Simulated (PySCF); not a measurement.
**SmC: f occupation and spin**

Unrestricted PBE0; Sm x2c-SVPall, C x2c-SVPall; spin-free X2C with a Gaussian nucleus (PySCF 2.14). The search starts from ions with several 4f fillings and holds each by maximum overlap.

The lowest solution of each spin and filling, followed along the bond (rough minima from three points):

```
2Ms+1  4f population  ⟨S²⟩ at the start  R at minimum (Å)  Te (eV)
   11           6.04              30.00              2.37     0.00
    5           5.90               8.71              2.39     0.09
```

Solutions at the starting distance of 2.061 Å, counted from the lowest; the search is not exhaustive:

```json
{"2Ms+1": "9", "4f population": "5.83", "E (eV)": "0.00", "⟨S²⟩": "20.01", "⟨Lz²⟩": "5.0", "μ (D)": "-6.02"}
{"2Ms+1": "9", "4f population": "5.83", "E (eV)": "0.00", "⟨S²⟩": "20.01", "⟨Lz²⟩": "5.0", "μ (D)": "-6.01"}
{"2Ms+1": "5", "4f population": "5.90", "E (eV)": "0.03", "⟨S²⟩": "8.71", "⟨Lz²⟩": "5.1", "μ (D)": "-3.08"}
{"2Ms+1": "11", "4f population": "6.04", "E (eV)": "0.06", "⟨S²⟩": "30.00", "⟨Lz²⟩": "0.0", "μ (D)": "-2.67"}
{"2Ms+1": "9", "4f population": "5.81", "E (eV)": "0.07", "⟨S²⟩": "20.01", "⟨Lz²⟩": "6.7", "μ (D)": "-5.89"}
{"2Ms+1": "5", "4f population": "5.96", "E (eV)": "0.27", "⟨S²⟩": "7.90", "⟨Lz²⟩": "4.5", "μ (D)": "-7.49"}
{"2Ms+1": "7", "4f population": "5.87", "E (eV)": "0.30", "⟨S²⟩": "12.95", "⟨Lz²⟩": "5.0", "μ (D)": "-6.03"}
{"2Ms+1": "5", "4f population": "5.95", "E (eV)": "0.31", "⟨S²⟩": "7.97", "⟨Lz²⟩": "5.8", "μ (D)": "-7.45"}
{"2Ms+1": "9", "4f population": "5.96", "E (eV)": "0.32", "⟨S²⟩": "20.91", "⟨Lz²⟩": "4.0", "μ (D)": "-1.92"}
{"2Ms+1": "9", "4f population": "5.67", "E (eV)": "0.34", "⟨S²⟩": "20.55", "⟨Lz²⟩": "5.6", "μ (D)": "-3.55"}
{"2Ms+1": "7", "4f population": "5.84", "E (eV)": "0.43", "⟨S²⟩": "13.71", "⟨Lz²⟩": "4.2", "μ (D)": "-3.12"}
{"2Ms+1": "7", "4f population": "5.89", "E (eV)": "0.51", "⟨S²⟩": "12.90", "⟨Lz²⟩": "5.0", "μ (D)": "-7.16"}
{"2Ms+1": "7", "4f population": "5.70", "E (eV)": "0.60", "⟨S²⟩": "13.52", "⟨Lz²⟩": "5.7", "μ (D)": "-2.81"}
```

Partly filled real f orbitals mix terms, so no term symbols are given. A population far from a whole number shows f orbitals mixing with d and ligand orbitals, not a clean configuration. A positive dipole means Sm(−)C(+).

Spin–orbit coupling is left out. With d or f electrons several states lie close, and the lowest PBE0 determinant need not be the measured ground state.
